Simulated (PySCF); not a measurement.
Assignment exercise: C₅H₉NOSi₂

Structure with atom numbers: `[N:1]#[C:2][C@@:3]12[CH2:4][O:5][C@@H:6]([CH2:7]1)[SiH2:8][SiH2:9]2`. Each H is labelled by its parent atom. Ha(Si8), Ha(Si9) are cis to O5 on the ring; Ha(C4), Ha(C7) are cis to Si8 on the ring; Hb(Si8), Hb(Si9) are trans to O5 on the ring; Hb(C4), Hb(C7) are trans to Si8 on the ring.

In vacuum, one computed conformer, non-relativistic Hamiltonian. GIAO PBE0/pcSseg-1 shieldings; geometry from GFN2-xTB; PySCF 2.14.0 with density-fitted response routines.

Referencing at the same level of theory: ¹³C (σ = 186.93 ppm) and ¹H (σ = 31.72 ppm) against TMS.

Task: Assign these signals to the numbered atoms. ¹³C{¹H} NMR (computed): δ 125.2, 78.8, 74.2, 43.4, 23.0.

Result: 
125.2 → C2, nitrile carbon: C≡N carbons fall here, among the sp2 signals but without a proton
78.8 → C4, sp3 CH2 bonded to O: the inductive effect lowers its shielding
74.2 → C6, sp3 CH bonded to O and Si: deshielded by the electronegative neighbour
43.4 → C7, sp3 CH2 in a ring: a saturated carbon with 2 carbon neighbours and no heteroatom attached
23.0 → C3, fully substituted sp3 carbon bonded to Si, α to a nitrile

Task: Assign these signals to the numbered atoms. ¹H NMR (400 MHz, computed): δ 4.75 (m, 1H), 4.21 (m, 1H), 4.18 (m, 1H), 4.14 (m, 1H), 4.13 (m, 1H), 4.13 (m, 1H), 3.86 (m, 1H), 2.67 (m, 1H), 1.87 (m, 1H).

Result: 
4.75 → H(C6), hydrogen on an sp3 CH bonded to O and Si: its carbon carries O, an electronegative neighbour
4.21 → Hb(Si9), hydrogen on a silicon bonded to C, Si, in a 5-membered ring
4.18 → Ha(C4), hydrogen on an sp3 CH2 bonded to O: its carbon carries O, which withdraws density
4.14 → Hb(C4), hydrogen on an sp3 CH2 bonded to O
4.13 → Ha(Si9), hydrogen on a silicon bonded to C, Si, in a 5-membered ring
4.13 → Hb(Si8), hydrogen on a silicon bonded to C, Si, in a 5-membered ring
3.86 → Ha(Si8), hydrogen on a silicon bonded to C, Si, in a 5-membered ring
2.67 → Hb(C7), hydrogen on an sp3 CH2 in a ring
1.87 → Ha(C7), hydrogen on an sp3 CH2 in a ring

Hb(Si9) and Ha(C4); Ha(C4) and Hb(C4); Hb(C4) and Ha(Si9); Ha(Si9) and Hb(Si8) lie closer than the usual error of such a calculation, so a measured spectrum could show them in the other order.

Shifts are as computed. Against solution values, carbons near 30 ppm lie about +3 ppm off and those near 130 ppm about +5 ppm. Of 1211 compounds with measured shifts, 218 miss one by over three times the rms of a fit or turn the order of signals round; such compounds aren't used in these exercises. No couplings were computed; multiplicities are counted from neighbouring protons, with m where these are inequivalent, close in shift, in a saturated or five-membered ring or joined by F or P, and br s for small geminal =CH2 splittings.
